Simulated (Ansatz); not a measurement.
AsSe₉⁻. Charge -1, multiplicity 3. Geometry PBE-D4/def2-SVP, that of the charge -1 singlet; atoms count from 1.

Cartesian coordinates in Å:
```
As -1.2623 -2.3421 1.1644
Se -1.8271 -0.8172 2.7501
Se -1.7788 -1.2192 -1.0953
Se 1.1449 -1.6470 1.2387
Se 2.1259 -1.7698 -0.8822
Se 2.4723 2.0141 -1.3786
Se 0.6632 3.2162 -0.3501
Se 1.3161 0.0827 -2.1454
Se -0.5047 1.5831 1.0115
Se -2.3494 0.8992 -0.3131
```

The highest occupied level of the charge -1 triplet lies above zero (up to 0.33 eV). By energy differences its removal costs 1.60 eV (vertical, to the charge 0 doublet, at PBE-D4/def2-SVP); self-interaction error and the lack of diffuse functions both raise the level. The gap within one spin of the charge -1 triplet nearly closes, so an electron or hole may be smeared out by delocalisation error. At PBE-D4/def2-SVP a singlet of charge -1 lies 1.85 eV below the triplet at the same geometry. The structure comes from a short search, and lower isomers may exist.

(1) Estimate the Mulliken populations from the PBE/def2-SVP orbitals of Ansatz.

(2) Where does the spin sit?

(3) And the Mayer bond orders between bonded heavy atoms (over 0.3)?

Results:

(1) 
```
atom  charge (e)  spin (α − β)
 As1        0.12          0.01
 Se2       -0.35          0.13
 Se3       -0.17          0.24
 Se4       -0.10          0.16
 Se5       -0.14          0.17
 Se6       -0.09          0.25
 Se7       -0.12          0.22
 Se8       -0.06          0.38
 Se9       -0.04          0.23
Se10       -0.05          0.21
```
Mulliken values and Mayer orders depend strongly on the basis.

(2) Summed by element: As 0.01, Se 1.99, of 2 unpaired in all. Largest on single atoms: Se8 0.38, Se6 0.25, Se3 0.24.

(3) As1–Se2 1.39 (2.27 Å); As1–Se3 0.72 (2.58 Å); As1–Se4 0.85 (2.51 Å); Se3–Se10 1.07 (2.33 Å); Se4–Se5 1.06 (2.34 Å); Se5–Se8 0.82 (2.38 Å); Se6–Se7 1.03 (2.40 Å); Se6–Se8 0.94 (2.38 Å); Se7–Se9 0.86 (2.43 Å); Se9–Se10 0.89 (2.37 Å).
